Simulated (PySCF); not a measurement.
## Relaxation of quintet AuO₃⁻

All numbers come from UPBE0 in PySCF with Au def2-SVPD with ECP60, O def2-SVPD; scalar-relativistic core potentials, no spin–orbit coupling; density-fitted integrals. A (50,194) grid was used.

A start at or just off a symmetric point, pushed along the force that breaks its symmetry, of Cs symmetry, free to break it:

Coordinates in bohr (charge -1 multiplicity 5):
```
Au    0.0015    0.0026   -0.0054
O     3.6639    0.0090    0.0220
O    -1.8260    3.1764    0.0215
O    -1.8564   -3.2175    0.0230
```

Problem. What does it relax to?

Solution. It ends at Cs with Au–O 1.874 Å, Au–O 1.895 Å, Au–O 2.244 Å; O–Au–O 85.0°, O–Au–O 104.5°, O–Au–O 170.5° (after a last refinement on a finer grid). The frequency run here used a shortcut that can spoil soft modes, so no verdict on minimum or saddle point is given. Other isomers or separated fragments may lie lower.

Problem. How much energy is released, and in how many steps?

Solution. 56.0 kJ/mol in 21 steps.

Open d and f shells are described by one determinant, and the ground state may have another occupation or spin. With an element this heavy the missing spin–orbit coupling can shift these numbers.
